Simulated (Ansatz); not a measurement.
SnCl₄, relaxed as a singlet with RKS B3LYP-D4/def2-SVP in Ansatz, starting from the GFN2-xTB geometry. Force threshold 0.02 eV/Å.

In the def2 sets Sn takes a core potential; there is no spin–orbit coupling.

Start:

```xyz
5

Sn    0.001   -0.001    0.002
Cl   -2.312    0.015   -0.158
Cl    0.913   -0.441   -2.084
Cl    0.662   -1.640    1.497
Cl    0.736    2.067    0.744
```

```json
{"step": "1", "energy (eV)": "-55914.6499", "largest force component (eV/Å)": "0.259", "SCF passes": "21"}
{"step": "2", "energy (eV)": "-55914.6591", "largest force component (eV/Å)": "0.074", "SCF passes": "26"}
{"step": "3", "energy (eV)": "-55914.6599", "largest force component (eV/Å)": "0.001", "SCF passes": "26"}
```

Force components are those of the run's own axes.

End:

```xyz
5

Sn    0.000    0.000    0.000
Cl   -2.329    0.014   -0.158
Cl    0.920   -0.444   -2.099
Cl    0.667   -1.653    1.508
Cl    0.742    2.083    0.750
```

By distances, no bond broke or formed. The bond that changes most is Sn1–Cl4, from 2.32 to 2.33 Å (atoms count from 1).

No frequencies were taken in this run, so the end may be a saddle point.

Hardware: 2 threads of Arm Neoverse V2 on a shared host. Wall time 9.5 s.
